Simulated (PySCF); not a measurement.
SMILES CC(=O)c1cccc[o+]1, [C7H7O2]+, charge +1

Geometry:
```csv
atom,x (Å),y (Å),z (Å)
C1,-2.590,0.509,-0.428
C2,-1.736,-0.382,0.396
O3,-2.095,-1.204,1.187
C4,-0.222,-0.203,0.194
C5,0.688,-0.913,0.965
C6,2.047,-0.715,0.741
C7,2.440,0.178,-0.257
C8,1.456,0.831,-0.969
O9,0.183,0.637,-0.733
H10,-2.387,0.362,-1.488
H11,-2.382,1.552,-0.193
H12,-3.637,0.297,-0.227
H13,0.312,-1.596,1.713
H14,2.783,-1.247,1.327
H15,3.481,0.359,-0.475
H16,1.652,1.541,-1.764
```

Total charge +1.

Theory: PySCF, quadratic response CAM-B3LYP/def2-SVPD first hyperpolarisability, Taylor convention, gas phase. Geometry: GFN2-xTB.

Problem. Give the tensor of the second harmonic β(−2ω;ω,ω) at 1550 nm in the axes of these coordinates.

Solution. In au, Taylor convention; rows are the first index (the induced dipole):
|  | xx | yy | zz | xy | xz | yz |
| --- | --- | --- | --- | --- | --- | --- |
| x | -31.3 | -22.2 | -18.4 | -8.6 | +8.1 | +6.7 |
| y | -9.4 | -6.0 | +7.8 | -22.8 | +7.6 | -9.1 |
| z | +9.0 | -9.0 | +5.4 | +7.6 | -19.1 | +7.8 |

Norm of βᵢ = ⅓ Σⱼ (βᵢⱼⱼ + βⱼᵢⱼ + βⱼⱼᵢ): 73.2 au, hyper-Rayleigh value 29.4 au.
